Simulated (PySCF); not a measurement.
## Working out the excitation energy of N⁺

N⁺ [He] 2s2 2p2 (3P) → N⁺ [He] 2s1 2p3 (5S). Computed with PySCF 2.14 in ANO-RCC-VTZP (4s3p2d1f, 30 functions), with the spin-free X2C one-electron Hamiltonian (Gaussian nucleus). Frozen: nothing. Energies in hartree (1 hartree = 27.21139 eV):

```json
{"part": "UHF", "N⁺ (lower)": "-53.922967", "N⁺ (upper)": "-53.775425"}
{"part": "MP2 opposite-spin", "N⁺ (lower)": "-0.063783", "N⁺ (upper)": "-0.005314"}
{"part": "MP2 same-spin", "N⁺ (lower)": "-0.014444", "N⁺ (upper)": "-0.029149"}
```

Question: What does Hartree-Fock give?

Answer: (-53.775425) − (-53.922967) = 0.147542 hartree = 4.015 eV.

Question: What do MP2 and SCS-MP2 (6/5 opposite-spin, 1/3 same-spin) give?

Answer: The opposite-spin parts differ by 1.591 eV and the same-spin parts by -0.400 eV. MP2: 4.015 + (1.591) + (-0.400) = 5.206 eV. SCS-MP2: 4.015 + 1.2 × (1.591) + (-0.400)/3 = 5.791 eV.

Measured between the centres of the two terms (NIST): 5.790 eV, so MP2 (valence and next inner shell) is off by -0.584 eV.

What remains against the reference includes basis incompleteness and correlation beyond second order.
